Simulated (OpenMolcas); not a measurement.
Computed levels of 4d3 in ions with 39 electrons, in cm-1 above 4F 3/2.

```json
{
 "Program": "OpenMolcas 26.06",
 "Method": "SS-CASPT2, IPEA 0.25 Eh, imaginary shift 0.1 Eh",
 "Basis": "ANO-RCC-VQZP",
 "Scalar Hamiltonian": "DKH2, point nucleus",
 "Spin-orbit coupling": "RASSI with atomic mean-field integrals over the reference wave functions, term energies averaged over their components"
}
```

Active space for each ion: 3 electrons in 5 orbitals (4d); closed shells correlated by CASPT2: 4s 4p.

```json
{"Level": "4F 5/2", "Tc4+": "1032", "Rh6+": "1802", "Pd7+": "2310"}
{"Level": "4F 7/2", "Tc4+": "2310", "Rh6+": "3930", "Pd7+": "4980"}
{"Level": "4F 9/2", "Tc4+": "3740", "Rh6+": "6180", "Pd7+": "7720"}
{"Level": "4P 3/2", "Tc4+": "12460", "Rh6+": "15100", "Pd7+": "16520"}
{"Level": "4P 1/2", "Tc4+": "12460", "Rh6+": "15290", "Pd7+": "16900"}
{"Level": "2G 7/2", "Tc4+": "13810", "Rh6+": "17700", "Pd7+": "19920"}
{"Level": "4P 5/2", "Tc4+": "14050", "Rh6+": "17960", "Pd7+": "20280"}
{"Level": "2G 9/2", "Tc4+": "14670", "Rh6+": "18830", "Pd7+": "21130"}
{"Level": "2D 3/2(1)", "Tc4+": "17420", "Rh6+": "22040", "Pd7+": "24590"}
```

Q: Estimate 4F 9/2, 4P 3/2, 4P 1/2 for Ru5+ from its neighbours Tc4+ and Rh6+.

A: 4F 9/2 is fine structure, which grows about as the fourth power of a screened charge, so the fourth roots are averaged: ((3740^0.25 + 6180^0.25) / 2)^4 = 4846. The calculation gives 4880, so the estimate is off by -0.7 %.
4P 3/2 is another term, which grows about linearly with the charge: (12460 + 15100) / 2 = 13780. The calculation gives 13740, so the estimate is off by +0.3 %.
4P 1/2 is another term, which grows about linearly with the charge: (12460 + 15290) / 2 = 13875. The calculation gives 13810, so the estimate is off by +0.5 %.

Mixed levels, with the weight of the term that names them: Tc4+ 2D 3/2(1) (54 %), Ru5+ 2G 9/2 (74 %), Ru5+ 2D 3/2(1) (57 %), Rh6+ 2G 9/2 (67 %), Rh6+ 2D 3/2(1) (57 %), Pd7+ 2G 9/2 (61 %), Pd7+ 2D 3/2(1) (56 %).

CASPT2 breaks the degeneracy within a term, and the mean is taken; among the terms shown or strongly mixed into the levels shown the widest spread is 600 cm-1 (4d3 4F, Pd7+). The CASPT2 spread within a term exceeds the gap to the next term for 4d3 2P and 4d3 2H, so the order of their levels is uncertain. Levels of configurations outside the active space are missing.

A number in round brackets counts repeated terms of one configuration in the order of the reference energies.
